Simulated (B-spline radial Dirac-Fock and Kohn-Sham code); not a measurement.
## Ar⁺: input and output of one calculation

ΔSCF core binding energies without Breit or QED terms, calculated with a radial finite-basis atomic code. Keys: rel is the Hamiltonian (dirac, or spin-free x2c and nr, where L3 and M5 stand for the whole 2p and 3d shells), method is hf or an exchange,correlation pair (spin-unpolarised, also for the hole states), nuc the nuclear model, radius_factor scales its radius, rmax is the box in bohr, h the logarithmic mesh step, order the B-spline order, points the quadrature points per cell, c_factor scales the speed of light, and damp, ndamp, maxit and tol steer the iteration. The run stops when the commutator error falls below 10·tol·max(1, Z/10), or the numerical noise floor, and the energy has settled to about 1e-8 Ha; the virial ratio is −V/T.

Input (task.json):

```json
{"items": [{"Z": 18, "q": 1, "cfg": [[1, 0, 2], [2, 0, 2], [2, 1, 6], [3, 0, 2], [3, 1, 5]], "A": 40, "rrms": 3.4274, "do": "settings", "holes": ["K", "L3", "M5"],
  "settings": [{"rel": "dirac", "method": "hf", "nuc": "fermi", "radius_factor": 1.0, "rmax": 1.0, "h": 0.3, "order": 8, "points": 10, "c_factor": 1.0, "maxit": 74, "damp": 0.5, "ndamp": 3, "tol": 1e-08}]}]}
```

Command: `python xray2_run.py task.json out`

Ground-state iterations:

```
iter   energy (Ha)        error
   1     -447.42647548  5.45e-01
   2     -448.01789922  5.79e-02
   3     -448.02362993  2.56e-02
   4     -448.02471620  1.14e-02
   5     -448.02496826  1.43e-03
   6     -448.02497258  3.58e-05
   7     -448.02497259  4.74e-07
   8     -448.02497259  3.05e-08
```

The ground state converged in 8 iterations, with total energy -448.02497 Ha, virial ratio 1.61753 and highest orbital energy 347.30 eV. ΔSCF binding energies: K (1s) 2960.0 eV. Holes are computed only in closed shells, and unreliable hole states are left out.

Problem. One setting is unsound. Which, and why?

Solution. rmax squeezes the outer orbitals. With the default settings (Dirac Hartree-Fock): The ground state converged in 9 iterations, with total energy -528.14154 Ha, virial ratio 1.99292 and highest orbital energy -28.36 eV. ΔSCF binding energies: K (1s) 3225.2 eV. Holes are computed only in closed shells, and unreliable hole states are left out.
